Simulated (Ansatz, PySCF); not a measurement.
Process, species as SMILES: CCB(N)N → CC[B]N + [NH2] (NH2) (the B-N bond at the site shown breaks; other sites are not compared here)
Each molecule is optimised on its own at B3LYP-D3(BJ)/def2-TZVP (Ansatz, an electronic-structure program), one conformer each, not searched for the lowest.

Property: bond dissociation energy (enthalpy at 298 K, with B3LYP-D3(BJ) rigid-rotor harmonic-oscillator terms from PySCF), in kJ/mol. Correlated levels leave the core frozen unless marked. UHF or UKS for open shells. Spin-orbit coupling is left out. No relativistic terms. Basis-set limits of correlation are two-point, X^-3; Hartree-Fock from the larger set.

Level to compare with: CCSD(T)/CBS(cc-pVTZ,cc-pVQZ) (Ansatz), 535.5 kJ/mol. It is a level with limits of its own, and the differences hold the functionals' basis error too.

Rank these functionals by how close they come to CCSD(T)/CBS(cc-pVTZ,cc-pVQZ), closest first: B3LYP/def2-TZVPD (Ansatz); PBE0/def2-TZVPD (Ansatz); CAM-B3LYP/def2-TZVPD (Ansatz); SVWN5/def2-TZVPD (Ansatz).

CAM-B3LYP/def2-TZVPD (range-separated hybrid, 521.5 kJ/mol, difference -14.0), PBE0/def2-TZVPD (global hybrid, 514.2 kJ/mol, difference -21.3), B3LYP/def2-TZVPD (global hybrid, 504.4 kJ/mol, difference -31.1), SVWN5/def2-TZVPD (LDA, 606.2 kJ/mol, difference 70.7)
